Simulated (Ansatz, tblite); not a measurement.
Forces on CdF₂⁺ at its PBE-D4/def2-TZVP geometry. The state is a doublet with charge 1.

In the def2 sets Cd takes a core potential; there is no spin–orbit coupling. The xTB rows come from tblite. Another isomer (doublet) lies 0.20 eV lower at PBE0-D4/def2-TZVP; other spin states weren't run for this one.

GFN1-xTB (tblite), largest force 1.89 eV/Å:

```xyz
3
positions Å, forces eV/Å
Cd    0.563   -0.031   -1.045   -0.898    0.050    1.666
F     0.591   -0.392    1.005   -0.121    0.241   -1.148
F    -1.154    0.423    0.040    1.018   -0.291   -0.518
```

GFN2-xTB (tblite), largest force 0.59 eV/Å:

```
Cd -0.280 0.016 0.519
F 0.399 -0.129 -0.116
F -0.119 0.113 -0.402
```

PBE-D4/def2-TZVP (Ansatz), largest force 0.02 eV/Å:

```
Cd -0.006 0.000 0.011
F -0.009 0.005 -0.012
F 0.015 -0.006 0.001
```
